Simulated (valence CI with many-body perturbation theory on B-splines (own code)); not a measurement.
E1 transitions of Re⁶⁸⁺

Calculated by relativistic CI+MBPT: five valence electrons over a frozen Dirac-Fock core [He], radial functions for each j: 11 s, 11 p, 10 d, 8 f, 5 g, 2 h, with the one-electron correlation potential Σ1 (screened to all orders), the two-electron term Σ2, the three-electron term Σ3, Breit, model QED; selected single and double excitations, second order for the rest, scaled by the run's own slope (own B-spline code, finite nucleus).

No measured spectrum was set against this ion. As an estimate, large intervals hold to a few tenths of a per cent, small ones and those within an open d or f shell to about a per cent. Among the levels kept, up to 7500 cm⁻¹ of a level comes from second order outside the variational space, and about a tenth of that is noise between levels of different J, which matters for small intervals.

Lines 101 to 150 of 600 in falling wavelength, among levels below 13432 eV, chosen from the strongest by gf and those to the six lowest levels. Wavelengths and rates use the calculated energies. Electric multipoles are in the length gauge, E1 and E2 with the static RPA response of the core. Weak lines are less certain than strong ones. Lines between different terms over intervals too small for the method are left out, as are lines whose strength nearly cancels. The highest levels of a list are the least certain.

Levels are named by their leading jj configuration (3d3/2^4 stands for four electrons in 3d with j = 3/2), which in mixed levels can hold well under half, so a name can repeat and another be missing. Letters in brackets count levels of one name in rising energy.

| λ vac (nm) | Upper | Lower | A (s⁻¹) | log gf | Branch % |
| --- | --- | --- | --- | --- | --- |
| 2.282 | (2s^2 2p3/2^2 3d3/2) J=3/2 [b] | (2s^2 2p3/2^2 3p1/2) J=1/2 | 1.07e+12 | -0.48 | 0.1 |
| 2.282 | (2s 2p1/2 2p3/2^2 3p3/2) J=1/2 [b] | (2s 2p1/2 2p3/2^2 3s) J=1/2 [b] | 6.19e+11 | -1.01 | 1.9 |
| 2.280 | (2s^2 2p1/2^2 3d3/2) J=3/2 | (2s^2 2p1/2^2 3p1/2) J=1/2 | 1.10e+12 | -0.46 | 0.4 |
| 2.280 | (2s^2 2p3/2^2 3d3/2) J=5/2 | (2s^2 2p3/2^2 3p1/2) J=3/2 | 5.17e+11 | -0.62 | 0.0 |
| 2.279 | (2s 2p1/2 2p3/2^2 3d3/2) J=5/2 [c] | (2s 2p1/2 2p3/2^2 3p1/2) J=3/2 [b] | 8.07e+11 | -0.42 | 0.2 |
| 2.274 | (2s 2p1/2^2 2p3/2 3d3/2) J=7/2 | (2s 2p1/2^2 2p3/2 3p1/2) J=5/2 | 1.07e+12 | -0.18 | 3.7 |
| 2.273 | (2s^2 2p1/2 2p3/2 3p3/2) J=7/2 | (2s^2 2p1/2 2p3/2 3s) J=5/2 | 1.64e+12 | 0.01 | 37.3 |
| 2.273 | (2s 2p1/2 2p3/2^2 3d3/2) J=3/2 [a] | (2s 2p1/2 2p3/2^2 3p1/2) J=3/2 [a] | 9.14e+11 | -0.55 | 0.5 |
| 2.272 | (2s 2p1/2 2p3/2^2 3d3/2) J=3/2 [d] | (2s 2p1/2 2p3/2^2 3p1/2) J=3/2 [b] | 4.42e+11 | -0.86 | 0.1 |
| 2.271 | (2s 2p1/2 2p3/2^2 3d3/2) J=9/2 | (2s 2p1/2 2p3/2^2 3p1/2) J=7/2 | 1.08e+12 | -0.08 | 10.5 |
| 2.271 | (2p1/2^2 2p3/2^2 3p3/2) J=7/2 | (2p1/2^2 2p3/2^2 3s) J=5/2 | 1.42e+12 | -0.06 | 0.4 |
| 2.270 | (2s 2p1/2 2p3/2^2 3d3/2) J=1/2 [a] | (2s 2p1/2 2p3/2^2 3p1/2) J=3/2 [a] | 8.82e+11 | -0.87 | 0.2 |
| 2.270 | (2p1/2^2 2p3/2^2 3p3/2) J=5/2 | (2p1/2^2 2p3/2^2 3s) J=5/2 | 7.04e+11 | -0.49 | 0.2 |
| 2.270 | (2s 2p1/2 2p3/2^2 3p3/2) J=3/2 [b] | (2s 2p1/2 2p3/2^2 3s) J=5/2 [b] | 1.38e+12 | -0.37 | 0.3 |
| 2.269 | (2s 2p1/2 2p3/2^2 3d3/2) J=7/2 [a] | (2s 2p1/2 2p3/2^2 3p1/2) J=5/2 [a] | 1.03e+12 | -0.20 | 0.2 |
| 2.269 | (2s^2 2p3/2^2 3p3/2) J=7/2 | (2s^2 2p3/2^2 3s) J=5/2 | 1.70e+12 | 0.02 | 19.1 |
| 2.269 | (2s^2 2p1/2 2p3/2 3d3/2) J=7/2 | (2s^2 2p1/2 2p3/2 3p1/2) J=5/2 | 1.10e+12 | -0.17 | 3.0 |
| 2.268 | (2s^2 2p3/2^2 3p3/2) J=5/2 | (2s^2 2p3/2^2 3s) J=5/2 | 8.87e+11 | -0.39 | 7.7 |
| 2.265 | (2s 2p1/2^2 2p3/2 3d3/2) J=1/2 [a] | (2s 2p1/2^2 2p3/2 3p1/2) J=3/2 [a] | 1.17e+12 | -0.74 | 0.8 |
| 2.264 | (2s 2p1/2 2p3/2^2 3p3/2) J=7/2 [a] | (2s 2p1/2 2p3/2^2 3s) J=5/2 [a] | 1.63e+12 | 0.00 | 4.8 |
| 2.263 | (2s^2 2p3/2^2 3d3/2) J=1/2 | (2s^2 2p3/2^2 3p1/2) J=3/2 | 1.13e+12 | -0.76 | 0.1 |
| 2.263 | (2s^2 2p1/2 2p3/2 3p3/2) J=3/2 [a] | (2s^2 2p1/2 2p3/2 3s) J=1/2 | 5.21e+11 | -0.80 | 10.7 |
| 2.262 | (2s^2 2p1/2 2p3/2 3d3/2) J=3/2 [a] | (2s^2 2p1/2 2p3/2 3p1/2) J=1/2 | 6.25e+11 | -0.72 | 0.1 |
| 2.261 | (2s 2p1/2 2p3/2^2 3p3/2) J=3/2 [d] | (2s 2p1/2 2p3/2^2 3s) J=3/2 [b] | 4.24e+11 | -0.89 | 0.2 |
| 2.259 | (2s 2p1/2 2p3/2^2 3d3/2) J=3/2 [d] | (2s 2p1/2 2p3/2^2 3p1/2) J=1/2 [b] | 4.72e+11 | -0.84 | 0.1 |
| 2.257 | (2s^2 2p1/2 2p3/2 3p3/2) J=5/2 [a] | (2s^2 2p1/2 2p3/2 3s) J=3/2 [a] | 1.69e+12 | -0.11 | 36.8 |
| 2.255 | (2s 2p1/2 2p3/2^2 3p3/2) J=9/2 | (2s 2p1/2 2p3/2^2 3s) J=7/2 | 1.58e+12 | 0.08 | 23.6 |
| 2.254 | (2s 2p1/2 2p3/2^2 3d3/2) J=5/2 [a] | (2s 2p1/2 2p3/2^2 3p1/2) J=3/2 [a] | 5.05e+11 | -0.64 | 0.2 |
| 2.251 | (2s 2p1/2 2p3/2^2 3p3/2) J=5/2 [d] | (2s 2p1/2 2p3/2^2 3s) J=3/2 [c] | 1.16e+12 | -0.28 | 1.7 |
| 2.251 | (2s 2p1/2^2 2p3/2 3p3/2) J=5/2 [a] | (2s 2p1/2^2 2p3/2 3s) J=3/2 [a] | 6.86e+11 | -0.50 | 0.2 |
| 2.250 | (2s 2p1/2 2p3/2^2 3p3/2) J=3/2 [d] | (2s 2p1/2 2p3/2^2 3s) J=1/2 [b] | 7.34e+11 | -0.65 | 0.4 |
| 2.248 | (2s 2p1/2 2p3/2^2 3p3/2) J=3/2 [c] | (2s 2p1/2 2p3/2^2 3s) J=1/2 [a] | 1.58e+12 | -0.32 | 0.8 |
| 2.247 | (2s 2p1/2 2p3/2^2 3d3/2) J=5/2 [d] | (2s 2p1/2 2p3/2^2 3p1/2) J=3/2 [c] | 5.69e+11 | -0.59 | 0.1 |
| 2.247 | (2s 2p1/2 2p3/2^2 3p3/2) J=7/2 [b] | (2s 2p1/2 2p3/2^2 3s) J=7/2 | 9.62e+11 | -0.23 | 0.5 |
| 2.246 | (2s 2p1/2 2p3/2^2 3p3/2) J=5/2 [a] | (2s 2p1/2 2p3/2^2 3s) J=5/2 [a] | 8.18e+11 | -0.43 | 0.2 |
| 2.245 | (2s 2p1/2^2 2p3/2 3p3/2) J=7/2 | (2s 2p1/2^2 2p3/2 3s) J=5/2 | 1.58e+12 | -0.02 | 11.3 |
| 2.241 | (2s 2p1/2^2 2p3/2 3d3/2) J=1/2 [b] | (2s 2p1/2^2 2p3/2 3p1/2) J=1/2 | 9.82e+11 | -0.83 | 0.3 |
| 2.236 | (2s 2p1/2 2p3/2^2 3p3/2) J=5/2 [e] | (2s 2p1/2 2p3/2^2 3s) J=5/2 [c] | 3.25e+11 | -0.84 | 0.6 |
| 2.236 | (2s^2 2p1/2 2p3/2 3d3/2) J=1/2 [a] | (2s^2 2p1/2 2p3/2 3p1/2) J=1/2 | 1.02e+12 | -0.82 | 0.4 |
| 2.233 | (2s 2p1/2^2 2p3/2 3p3/2) J=1/2 [a] | (2s 2p1/2^2 2p3/2 3s) J=3/2 [a] | 1.47e+12 | -0.66 | 0.3 |
| 2.232 | (2s 2p1/2 2p3/2^2 3p3/2) J=3/2 [e] | (2s 2p1/2 2p3/2^2 3s) J=3/2 [d] | 5.29e+11 | -0.80 | 0.2 |
| 2.227 | (2s 2p1/2 2p3/2^2 3d3/2) J=7/2 [b] | (2s 2p1/2 2p3/2^2 3p1/2) J=7/2 | 6.41e+11 | -0.42 | 0.0 |
| 2.224 | (2s^2 2p3/2^2 3p3/2) J=3/2 [b] | (2s^2 2p3/2^2 3s) J=1/2 | 1.55e+12 | -0.34 | 14.9 |
| 2.220 | (2s^2 2p1/2 2p3/2 3p3/2) J=3/2 [a] | (2s^2 2p1/2 2p3/2 3s) J=3/2 [a] | 2.92e+11 | -1.06 | 6.0 |
| 2.217 | (2s 2p1/2 2p3/2^2 3p3/2) J=5/2 [e] | (2s 2p1/2 2p3/2^2 3s) J=3/2 [d] | 6.18e+11 | -0.56 | 1.1 |
| 2.217 | (2s^2 2p1/2^2 3p3/2) J=3/2 | (2s^2 2p1/2^2 3s) J=1/2 | 1.79e+12 | -0.28 | 50.8 |
| 2.215 | (2s 2p1/2 2p3/2^2 3p3/2) J=3/2 [a] | (2s 2p1/2 2p3/2^2 3s) J=3/2 [a] | 1.10e+12 | -0.49 | 0.2 |
| 2.215 | (2s 2p1/2^2 2p3/2 3p3/2) J=3/2 [b] | (2s 2p1/2^2 2p3/2 3s) J=3/2 [b] | 7.58e+11 | -0.65 | 0.3 |
| 2.215 | (2s^2 2p1/2 2p3/2 3p3/2) J=3/2 [b] | (2s^2 2p1/2 2p3/2 3s) J=3/2 [b] | 6.81e+11 | -0.70 | 15.6 |
| 2.207 | (2s 2p1/2 2p3/2^2 3d3/2) J=5/2 [b] | (2s 2p1/2 2p3/2^2 3p1/2) J=7/2 | 3.40e+11 | -0.83 | 0.0 |

How does gf follow from A for the line at 2.254 nm?

gf = 1.4992 × (2J+1)_upper × A / σ², with σ = 4436313 cm⁻¹ and 2J+1 = 6: gf = 0.231.
